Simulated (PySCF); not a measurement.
NO3, SMILES [O]N([O])[O] (connectivity only; charge and spin as stated), neutral, multiplicity 2. Atoms are numbered in the order given.

```xyz
4

N      0.0000     0.0000     0.0000
O      1.2305     0.0000     0.0000
O     -0.6152     1.0656     0.0000
O     -0.6152    -1.0656     0.0000
```
Charge 0, spin multiplicity 2.

The structure is a stationary point at B3LYP-D3(BJ)/def2-TZVP.

These are B3LYP/pcH-1 in PySCF values and carry that method's errors.

Unrestricted Kohn–Sham, ⟨S²⟩ = 0.755. Hyperfine tensors hold the contact and dipolar terms, without spin-orbit corrections.

Computed hyperfine couplings:
```
nucleus    A(iso) (MHz)  A(iso) (G)  dipolar principal values (MHz)
---------  ------------  ----------  ------------------------------
14N no. 1         -10.4        -3.7                  -3.5, 1.7, 1.7
17O no. 2         -14.7        -5.2              -128.5, 62.2, 66.3
17O no. 3         -14.7        -5.2              -128.5, 62.2, 66.3
17O no. 4         -14.7        -5.2              -128.5, 62.2, 66.3
```

**Question.** And the g tensor (effective nuclear charges for spin-orbit coupling, GIAO)? (An estimate is asked for; the answer gives what the named calculation found.)

**Answer.** principal values 2.0028, 2.0181, 2.0181; isotropic 2.0130.
